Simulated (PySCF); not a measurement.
Vibration and rotation of PmSi

PBE constants of PmSi, octet, about 4.9 electrons in the 4f shell (Mulliken), real f orbitals that mix terms (basis Pm x2c-TZVPall, Si x2c-TZVPall; spin-free X2C with a Gaussian nucleus; PySCF 2.14; masses 144.9127 and 27.9769 u):

```
ωe                      : 240.7 cm⁻¹
ωexe                    : 0.863 cm⁻¹
Be                      : 0.089063 cm⁻¹
αe                      : 0.000411 cm⁻¹
De to Pm (4f5 6s2) + Si : 2.07 eV
```

Problem. What force constant and bond length do these constants imply?

Solution. Reduced mass μred = 23.450 u; k = 5.8918×10⁻⁷·μred·ωe² (u, cm⁻¹, mdyn/Å) = 0.800 mdyn/Å; Re = √(16.8576/(μred·Be)) (u, cm⁻¹, Å) = 2.841 Å.

Problem. Estimate the centrifugal constant D from the Kratzer relation and find the Dunham coefficient a1.

Solution. D = 4Be³/ωe² = 4.88e-08 cm⁻¹; a1 = −1 − αeωe/(6Be²) = -3.08.

Spin–orbit coupling is left out, which matters for elements this heavy, above all for dissociation energies. The state is the lowest single determinant that the PBE0 search found; with open d or f shells the true ground state can be another one.
